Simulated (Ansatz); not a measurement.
Computed with Ansatz on PBE0-D4/def2-TZVP structures; ΔE is electronic, products minus reactants. CCSD(T)/CBS adds triple-zeta CCSD(T) − MP2 to the extrapolated MP2 energy (def2 sets, frozen cores). This one scheme is used for every species. Each species was taken in one conformer, which may not be the lowest.

Reaction (cleavage of the B–Si bond): `OB(F)[SiH2]S` + H–F → `OB(F)F` + `[SiH3]S`

`OB(F)[SiH2]S`:

Z-matrix (Å, degrees):
```
Si
S 1 2.143
B 1 2.031 2 109.7
H 1 1.485 2 106.9 3 121.3
H 1 1.490 2 112.0 3 -121.4
H 2 1.344 1 93.5 3 28.9
F 3 1.336 1 121.0 2 163.1
O 3 1.348 1 120.0 2 -18.2
H 8 0.965 3 113.7 1 -178.8
```

H–F:

Z-matrix (Å, degrees):
```
F
H 1 0.920
```

`OB(F)F`:

Z-matrix (Å, degrees):
```
B
O 1 1.345
F 1 1.327 2 122.2
F 1 1.317 2 119.5 3 -180.0
H 2 0.960 1 113.5 3 -0.0
```

`[SiH3]S`:

```xyz
6

Si    0.210    0.121   -0.469
S    -1.020   -0.943    0.918
H    -0.154    1.559   -0.531
H    -0.050   -0.523   -1.778
H     1.649    0.006   -0.124
H    -0.635   -0.220    1.984
```

```csv
species,CCSD(T)/CBS(def2) energy (Eh)
`OB(F)[SiH2]S`,-889.15598
H–F,-100.39570
`OB(F)F`,-300.33752
`[SiH3]S`,-689.27336
```

(1) Work out ΔE.

Largest T1 diagnostic among the species: 0.013.

Answers

(1) ΔE = (-300.33752) + (-689.27336) − (-889.15598) − (-100.39570) = -0.05920 Eh = -1.61 eV.

From PBE to PBE0 (25 % exact exchange), in def2-TZVPP and without D4, ΔE moves by −0.08 eV. The D4 term adds +0.09 eV with B3LYP and +0.05 eV with PBE0; it sums over pairs of atoms, weighted by their polarisabilities, and B3LYP, whose exchange is more repulsive, gets the larger term.

B3LYP here is the variant with VWN-RPA as its local correlation; programs differ in this.
